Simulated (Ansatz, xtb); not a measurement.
## CH2SiSn: 3 structures ranked

3 gas-phase structures of CH2SiSn, found in a search over its isomers (lower ones may exist). Each was relaxed with GFN2-xTB:

A. `[SiH2]=[C]=[Sn]`, a singlet
B. a singlet given by its coordinates
C. a singlet given by its coordinates

C (Å):

```xyz
5

C    -0.3263    0.2892   -2.2867
Si    0.9949    0.7040   -3.4536
Sn    1.1308    1.1160   -1.0134
H    -1.3006   -0.1582   -2.4038
H     0.8345    0.4270   -4.8821
```

Close contacts (Å): C1–Si2 1.81, C1–Sn3 2.10, Si2–Sn3 2.48, C1–H4 1.08, Si2–H5 1.46.

B (Å):

```yaml
atoms:
  - { symbol: C, position_ang: [-1.0029, 0.5139, 0.1579] }
  - { symbol: Si, position_ang: [-0.2476, 0.2286, 1.7217] }
  - { symbol: Sn, position_ang: [0.5716, 0.3217, -1.3142] }
  - { symbol: H, position_ang: [1.9123, -0.0657, -0.0423] }
  - { symbol: H, position_ang: [-2.0350, 0.7403, -0.0700] }
```

Close contacts (Å): C1–Si2 1.76, C1–Sn3 2.16, Si2–Sn3 3.15, C1–H5 1.08, Sn3–H4 1.89.

Task: Estimate their order in r2SCAN-D4/def2-SVP energy at these geometries, lowest first.

Result: Calculated order at r2SCAN-D4/def2-SVP: C (0.0), B (4.8), A (20.1) kcal/mol.

Energies above the lowest of each column, in kcal/mol:

```tsv
structure	GFN2-xTB	HF/STO-3G	r2SCAN-D4/def2-SVP
C	6.1	0.0	0.0
B	0.0	11.0	4.8
A	6.6	46.7	20.1
```

r2SCAN-D4/def2-SVP puts C lowest; GFN2-xTB picks B. Some further structures that were screened fall inside this span and aren't listed. Frequencies (PBE0-D3(BJ)/def2-SVP) were run for C alone. Atoms past krypton carry core potentials in the def2 sets, without spin–orbit terms.

Programs: Ansatz 0.2.0, xtb 6.7.1.
